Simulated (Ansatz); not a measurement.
Steps of a relaxation of `[OH][Hf]([OH])([SeH])[SeH]` with RKS PBE0-D4/def2-TZVP.

```sh
$ ansatz run in.yaml --threads 2 --pin off --events-out ev --progress --plain --max-ram 22528MiB --backend cuda --devices 0, --max-vram 18GiB
```

```yaml
crystal:
  periodic: [false, false, false]
  atoms:
    - {symbol: O, position_ang: [-1.552620, 0.927110, -0.518240]}
    - {symbol: Hf, position_ang: [-0.018040, 0.066430, 0.058240]}
    - {symbol: O, position_ang: [1.287290, 0.199420, 1.363460]}
    - {symbol: Se, position_ang: [1.385560, 0.575960, -1.940020]}
    - {symbol: Se, position_ang: [-1.046850, -2.064980, 0.843620]}
    - {symbol: H, position_ang: [-1.582680, 1.619990, -1.186760]}
    - {symbol: H, position_ang: [1.278220, -0.245040, 2.217850]}
    - {symbol: H, position_ang: [2.642840, 0.734240, -1.286110]}
    - {symbol: H, position_ang: [-2.393710, -1.813120, 0.447960]}
basis:
  gaussian: {orbitals: def2-TZVP}
hamiltonian: {xc: pbe0, dispersion: d4}
relax: {f_tol: 0.005, max_steps: 150}
```

Positions (Å) and forces (eV/Å) along the path, 15 of 36 steps:

```xyz
9
step=1 energy=-136152.4716 eV
O    -1.553    0.927   -0.518   -2.265    2.382   -0.932
Hf   -0.018    0.066    0.058    0.357   -1.563   -1.170
O     1.287    0.199    1.363    1.629    0.377    2.992
Se    1.386    0.576   -1.940   -0.106   -0.007   -1.965
Se   -1.047   -2.065    0.844    0.515   -1.769    0.666
H    -1.583    1.620   -1.187   -0.445   -0.043    0.231
H     1.278   -0.245    2.218    0.369    0.343   -0.015
H     2.643    0.734   -1.286    0.793   -0.012    0.586
H    -2.394   -1.813    0.448   -0.848    0.291   -0.393
9
step=2 energy=-136153.1687 eV
O    -1.581    1.055   -0.482    0.356    0.215    0.181
Hf   -0.010    0.036    0.034    0.133   -0.576   -0.432
O     1.267    0.271    1.477   -0.431    0.104    0.064
Se    1.447    0.547   -2.122   -0.290   -0.308    0.363
Se   -1.054   -2.258    0.859    0.294    0.345   -0.337
H    -1.647    1.696   -1.195   -0.182    0.005    0.195
H     1.317   -0.216    2.304    0.118    0.241   -0.018
H     2.648    0.696   -1.289   -0.001   -0.051    0.037
H    -2.387   -1.827    0.415    0.003    0.025   -0.052
9
step=8 energy=-136153.6441 eV
O    -1.430    1.122   -0.310   -0.114    0.055   -0.048
Hf    0.019   -0.079   -0.056   -0.010    0.048    0.040
O     1.074    0.393    1.452    0.096    0.002    0.085
Se    1.578   -0.047   -2.132    0.018   -0.013   -0.025
Se   -0.988   -2.451    0.271   -0.006   -0.032   -0.008
H    -1.923    1.927   -0.449    0.021   -0.065    0.014
H     1.323    0.613    2.345   -0.002   -0.009   -0.065
H     2.683    0.400   -1.273    0.015   -0.003    0.021
H    -2.336   -1.877    0.151   -0.018    0.016   -0.013
9
step=10 energy=-136153.6484 eV rejected
O    -1.476    1.109   -0.319   -0.198    0.252   -0.028
Hf    0.010   -0.042   -0.029    0.003   -0.028   -0.024
O     1.118    0.399    1.453    0.121    0.096    0.290
Se    1.564   -0.019   -2.112    0.102    0.051    0.137
Se   -0.987   -2.420    0.292   -0.127    0.102   -0.018
H    -2.065    1.860   -0.411    0.212   -0.260    0.037
H     1.465    0.670    2.304   -0.130   -0.092   -0.301
H     2.674    0.259   -1.175   -0.092   -0.035   -0.118
H    -2.303   -1.814   -0.003    0.109   -0.085    0.024
9
step=13 energy=-136153.6522 eV
O    -1.475    1.114   -0.315   -0.027    0.054   -0.013
Hf    0.010   -0.039   -0.027   -0.016    0.032    0.019
O     1.116    0.404    1.455    0.012    0.007    0.052
Se    1.566   -0.004   -2.107    0.128    0.038    0.090
Se   -0.995   -2.412    0.303   -0.137    0.044   -0.018
H    -2.056    1.865   -0.403    0.058   -0.068    0.013
H     1.455    0.677    2.304   -0.033   -0.019   -0.070
H     2.707    0.250   -1.201   -0.133   -0.036   -0.100
H    -2.328   -1.855   -0.010    0.148   -0.053    0.027
9
step=14 energy=-136153.6534 eV
O    -1.478    1.113   -0.314   -0.004    0.013   -0.007
Hf    0.007   -0.039   -0.026    0.016   -0.020   -0.004
O     1.116    0.403    1.455   -0.004   -0.002    0.009
Se    1.560    0.000   -2.111    0.039    0.025    0.061
Se   -0.988   -2.417    0.311   -0.053    0.061   -0.008
H    -2.052    1.868   -0.405    0.013   -0.017    0.008
H     1.449    0.673    2.306   -0.009    0.000   -0.020
H     2.693    0.239   -1.198   -0.048   -0.018   -0.049
H    -2.306   -1.841   -0.017    0.050   -0.041    0.010
9
step=17 energy=-136153.6543 eV rejected
O    -1.488    1.141   -0.320   -0.002    0.033    0.006
Hf   -0.001    0.001    0.001    0.010   -0.011   -0.001
O     1.116    0.410    1.482   -0.013    0.012    0.022
Se    1.505    0.138   -2.114    0.325   -0.050    0.235
Se   -0.974   -2.369    0.444   -0.300    0.103   -0.172
H    -2.079    1.887   -0.335   -0.006   -0.009    0.000
H     1.451    0.748    2.308    0.009    0.001   -0.004
H     2.705   -0.010   -1.240   -0.352    0.024   -0.239
H    -2.236   -1.946   -0.225    0.330   -0.103    0.152
9
step=19 energy=-136153.6636 eV
O    -1.488    1.152   -0.314    0.007    0.019    0.007
Hf   -0.002    0.012    0.009   -0.010   -0.006   -0.015
O     1.115    0.419    1.492   -0.007    0.009    0.017
Se    1.498    0.125   -2.112    0.088   -0.006    0.080
Se   -0.965   -2.364    0.433   -0.101    0.036   -0.048
H    -2.090    1.890   -0.325   -0.002   -0.011    0.000
H     1.461    0.762    2.310    0.005   -0.002   -0.010
H     2.676   -0.044   -1.237   -0.095   -0.003   -0.077
H    -2.205   -1.951   -0.257    0.116   -0.037    0.045
9
step=20 energy=-136153.6632 eV rejected
O    -1.499    1.179   -0.301   -0.029    0.068   -0.003
Hf   -0.016    0.037    0.029    0.056   -0.028    0.046
O     1.105    0.436    1.512   -0.019    0.024    0.052
Se    1.469    0.164   -2.097    0.321   -0.080    0.173
Se   -0.951   -2.345    0.479   -0.289    0.103   -0.210
H    -2.112    1.908   -0.288    0.020   -0.046   -0.003
H     1.461    0.801    2.317   -0.008   -0.019   -0.047
H     2.665   -0.187   -1.278   -0.347    0.078   -0.207
H    -2.123   -1.993   -0.372    0.295   -0.102    0.199
9
step=21 energy=-136153.6677 eV
O    -1.483    1.173   -0.316   -0.009    0.016    0.014
Hf   -0.006    0.026    0.019   -0.005    0.002   -0.004
O     1.104    0.422    1.510    0.001    0.018    0.013
Se    1.482    0.148   -2.107    0.056   -0.003    0.042
Se   -0.958   -2.352    0.457   -0.061    0.017   -0.027
H    -2.101    1.899   -0.311    0.003   -0.014   -0.002
H     1.464    0.779    2.317    0.002   -0.006   -0.013
H     2.661   -0.113   -1.261   -0.055   -0.009   -0.043
H    -2.163   -1.982   -0.309    0.068   -0.022    0.019
9
step=24 energy=-136153.6715 eV rejected
O    -1.491    1.250   -0.279   -0.039    0.086    0.001
Hf   -0.025    0.093    0.070    0.025   -0.036    0.002
O     1.076    0.475    1.572    0.000    0.034    0.079
Se    1.434    0.209   -2.072    0.377   -0.183    0.173
Se   -0.938   -2.296    0.515   -0.313    0.032   -0.298
H    -2.154    1.934   -0.241    0.044   -0.056   -0.008
H     1.483    0.867    2.340   -0.022   -0.031   -0.056
H     2.582   -0.428   -1.355   -0.408    0.197   -0.210
H    -1.968   -2.104   -0.550    0.336   -0.043    0.317
9
step=25 energy=-136153.6802 eV
O    -1.483    1.232   -0.292    0.008    0.005    0.008
Hf   -0.018    0.072    0.053    0.007    0.025    0.032
O     1.080    0.457    1.557   -0.022    0.002   -0.014
Se    1.440    0.199   -2.092    0.069   -0.026    0.050
Se   -0.938   -2.313    0.509   -0.067    0.017   -0.053
H    -2.130    1.930   -0.266   -0.001   -0.011   -0.001
H     1.473    0.836    2.337    0.003   -0.003   -0.011
H     2.576   -0.345   -1.321   -0.070    0.015   -0.055
H    -2.001   -2.069   -0.485    0.072   -0.024    0.045
9
step=28 energy=-136153.6875 eV
O    -1.469    1.296   -0.267    0.023    0.010    0.032
Hf   -0.021    0.118    0.089   -0.048    0.014   -0.079
O     1.052    0.497    1.611   -0.008    0.014    0.019
Se    1.404    0.237   -2.079    0.111   -0.114    0.146
Se   -0.920   -2.277    0.535   -0.095    0.011   -0.135
H    -2.145    1.967   -0.226   -0.001   -0.013   -0.003
H     1.471    0.894    2.369    0.009   -0.007   -0.010
H     2.434   -0.571   -1.386   -0.106    0.090   -0.108
H    -1.805   -2.161   -0.646    0.116   -0.007    0.138
9
step=30 energy=-136153.6918 eV
O    -1.462    1.332   -0.246   -0.050    0.044   -0.019
Hf   -0.032    0.133    0.100    0.002   -0.008   -0.006
O     1.021    0.518    1.632    0.038    0.008    0.058
Se    1.401    0.234   -2.062    0.000    0.003   -0.002
Se   -0.918   -2.266    0.541    0.001   -0.002    0.004
H    -2.163    1.976   -0.220    0.025   -0.028    0.004
H     1.478    0.900    2.376   -0.016   -0.011   -0.034
H     2.398   -0.645   -1.431    0.000   -0.005    0.000
H    -1.724   -2.182   -0.688    0.001   -0.002   -0.006
9
step=36 energy=-136153.6923 eV
O    -1.459    1.350   -0.244   -0.001    0.001    0.000
Hf   -0.034    0.144    0.107   -0.001    0.000   -0.003
O     1.014    0.523    1.646    0.002    0.000    0.003
Se    1.400    0.235   -2.053   -0.001    0.002   -0.001
Se   -0.918   -2.258    0.538    0.000   -0.002    0.002
H    -2.176    1.975   -0.208    0.001   -0.001    0.000
H     1.489    0.915    2.372    0.000   -0.001   -0.001
H     2.364   -0.692   -1.438    0.001   -0.001    0.001
H    -1.679   -2.192   -0.721    0.001    0.001   -0.001
```

Run time 83 s (2 threads of an AMD EPYC 7R13 on a shared host and a share of an NVIDIA H100 80 GB); peak host memory 0.99 GiB.
